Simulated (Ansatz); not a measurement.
C₅H₁₅FHfN₂O (`CC(C)[NH][Hf]([OH])([F])[N](C)C`) at its PBE0-D4/def2-TZVP geometry, where that method's forces vanish. Total charge 0; spin multiplicity 1. Hf: def2 effective core potential.

```xyz
25

C    -1.4485   -2.4377   -0.3717
C    -1.0264   -1.4746   -1.4694
C    -0.0889   -2.1527   -2.4579
N    -0.4158   -0.3010   -0.8711
Hf   -0.0945    0.0898    1.1094
O     1.1994   -1.0976    1.9292
F    -1.8052    0.0788    2.0207
N     0.6768    1.9622    1.1120
C    -0.2208    3.0598    0.8348
C     2.0165    2.3973    1.4138
H    -2.1569   -1.9703    0.3195
H    -1.9316   -3.3241   -0.7870
H    -0.5737   -2.7804    0.1952
H    -1.9363   -1.1798   -2.0156
H     0.8144   -2.4973   -1.9463
H    -0.5685   -3.0120   -2.9351
H     0.2153   -1.4583   -3.2456
H    -0.1034    0.3493   -1.5811
H     1.7124   -1.8973    1.9852
H    -1.2363    2.6987    0.6326
H    -0.2880    3.7572    1.6821
H     0.1005    3.6354   -0.0454
H     2.4648    2.9406    0.5690
H     2.0375    3.0719    2.2824
H     2.6572    1.5421    1.6401
```

(1) What forces (eV/Å) does ωB97M-V/def2-TZVPP give on these atoms in Ansatz? (An estimate is asked.)

Results:

(1) Ansatz gave: 
```
C1  -0.052 -0.109  0.124
C2  -0.239 -0.031 -0.203
C3   0.100 -0.087 -0.118
N4   0.088  0.148 -0.028
Hf5 -0.059  0.021  0.024
O6   0.079 -0.106  0.035
F7  -0.048 -0.004  0.035
N8  -0.055 -0.225  0.030
C9  -0.169  0.284 -0.065
C10  0.311  0.150  0.066
H11  0.039 -0.019 -0.039
H12  0.033  0.057  0.033
H13 -0.030  0.022 -0.032
H14  0.081 -0.034  0.048
H15 -0.055  0.023 -0.021
H16  0.033  0.059  0.038
H17 -0.020 -0.041  0.059
H18 -0.002 -0.008  0.002
H19  0.004  0.024  0.019
H20  0.058  0.019  0.011
H21  0.007 -0.059 -0.069
H22 -0.027 -0.044  0.070
H23 -0.036 -0.044  0.068
H24 -0.003 -0.055 -0.071
H25 -0.040  0.061 -0.014
```
